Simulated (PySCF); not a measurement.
**[Eu(H2O)]3+ at several levels of theory**

Computed with PySCF 2.14.0 (density fitting, no spin-orbit coupling) at the geometry relaxed with PBE0:

```xyz
4
[Eu(H2O)]3+ (singlet in the valence; each metal's 4f electrons, 6 of them, lie in its core potential, out of spins and levels)
Eu    0.0000    0.0000   -0.0847
O     0.0000    0.0000    2.1288
H     0.7792    0.0000    2.7579
H    -0.7792    0.0000    2.7579
```

| level | basis | state | HOMO (eV) | gap (eV) | charge on Eu1 (e) | population of f-type functions on Eu1 (polarisation alone where 4f lies in the core) | dipole about the centre of mass (D) | largest force component (eV/Å) |
| --- | --- | --- | --- | --- | --- | --- | --- | --- |
| PBE0 | Eu lcecp-1-SVP with ECP52, O def2-SVP, H def2-SVP | singlet | -27.98 | 7.44 | 2.56 | 0.03 | 3.02 | 0.00 |
| BP86 | the same | singlet | -26.45 | 4.93 | 2.51 | 0.02 | 3.36 | 0.54 |
| revPBE | the same | singlet | -26.30 | 4.75 | 2.51 | 0.02 | 3.35 | 0.38 |

In the lcecp rows the 4f levels are missing from HOMO and gap, and the state counts the valence alone.

Charges are Mulliken's, which hang on the basis. The relaxation used the grid (50, 194), these runs (75, 302) or, all-electron (x2c bases, spin-free X2C Hamiltonian), (99, 590).

**Question.** What does PBE0 with Eu lcecp-1-TZVP with ECP52, O def2-TZVP, H def2-TZVP give here?

**Answer.** state singlet, HOMO (eV) -27.96, gap (eV) 7.46, charge on Eu1 (e) 2.64, population of f-type functions on Eu1 (polarisation alone where 4f lies in the core) 0.03, dipole about the centre of mass (D) 3.08, largest force component (eV/Å) 0.27. Time: 4.7 s on 2 threads of Arm Neoverse V1, on a shared host, from free ions and atoms.

In the first row's basis the gap widens with exact exchange: 4.7 to 4.9 eV for revPBE, BP86 (none); 7.4 eV for PBE0 (a fixed share).

An lcecp potential fixes the number of 4f electrons, so in runs with it no electron can move into or out of that shell.
